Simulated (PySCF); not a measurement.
Zr²⁺: ionisation energy

Zr²⁺ [Kr] 4d2 (3F) → Zr³⁺ [Kr] 4d1 (2D), as a difference of total energies. Computed with PySCF 2.14 in def2-QZVPPD with the def2 core potential (28 electrons), with a scalar-relativistic core potential. Correlated levels: valence: 4s2 4p6 frozen. The calculations carry no spin-orbit coupling.

```tsv
method	ionisation energy (eV)	difference from reference (eV)
UHF	22.411	-0.759
MP2 (valence)	22.513	-0.657
SCS-MP2 (valence)	22.445	-0.725
CCSD (valence)	22.546	-0.624
```

Reference: 23.170 eV (semi-empirical (NIST evaluation); NIST Atomic Spectra Database, ionization energies).

The reference lies between the lowest fine-structure levels, while these numbers refer to the centres of the terms.

Errors of the correlated levels include the incompleteness of this basis and the frozen core.

With two correlated electrons CCSD is exact in that space.
